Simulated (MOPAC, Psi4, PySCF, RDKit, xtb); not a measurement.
Two geometries of H3FSeSi, SMILES [SiH2]([SeH])F, relaxed at B3LYP-D3(BJ)/def2-SVP with one dihedral held; other torsions can differ between them too.

Structure A

```
6

F     -1.6850     1.0840    -0.0629
Si    -0.5484    -0.0752     0.0217
Se     1.4555     1.0310    -0.0533
H     -0.7244    -0.8170     1.2971
H     -0.7218    -0.9887    -1.1371
H      2.1980    -0.2439     0.0387
```

Structure B

```
6

F      1.7941     1.0607    -0.0394
Si     0.5820    -0.0249     0.0056
Se    -1.4544     0.9952    -0.0419
H      0.6223    -0.7658     1.2903
H      0.7814    -0.9130    -1.1665
H     -1.1893     1.6325    -1.3473
```

### Question
Which is lower in energy at the level DF-MP2 (frozen core)/cc-pVTZ // B3LYP-D3(BJ)/def2-SVP in Psi4 1.11, and by how much?

### Answer
B is lower, by 7.35 kJ/mol (dihedral F1–Si2–Se3–H6: 180° in A, 60° in B).

E(B) − E(A) in kJ/mol at the other levels, on the same two geometries: PBE/def2-TZVP // B3LYP-D3(BJ)/def2-SVP (Psi4) -8.50; PBE-D3(BJ)/def2-TZVP // B3LYP-D3(BJ)/def2-SVP (Psi4) -8.52; M06-2X/def2-TZVP // B3LYP-D3(BJ)/def2-SVP (Psi4) -6.84; HF/cc-pVTZ // B3LYP-D3(BJ)/def2-SVP (Psi4) -5.01; UFF // B3LYP-D3(BJ)/def2-SVP (RDKit) -0.18; PM3, restricted, heats of formation // B3LYP-D3(BJ)/def2-SVP (MOPAC) -3.92; PM7, restricted, heats of formation // B3LYP-D3(BJ)/def2-SVP (MOPAC) -10.79; GFN1-xTB // B3LYP-D3(BJ)/def2-SVP (xtb) 4.00; restricted B3LYP/6-31G*, spherical d // B3LYP-D3(BJ)/def2-SVP (PySCF) -9.47; restricted BP86/6-31G*, spherical d // B3LYP-D3(BJ)/def2-SVP (PySCF) -10.57; restricted MP2 (frozen core)/3-21G // B3LYP-D3(BJ)/def2-SVP (PySCF) -11.40; restricted Hartree-Fock/6-31G*, spherical d // B3LYP-D3(BJ)/def2-SVP (PySCF) -6.25.
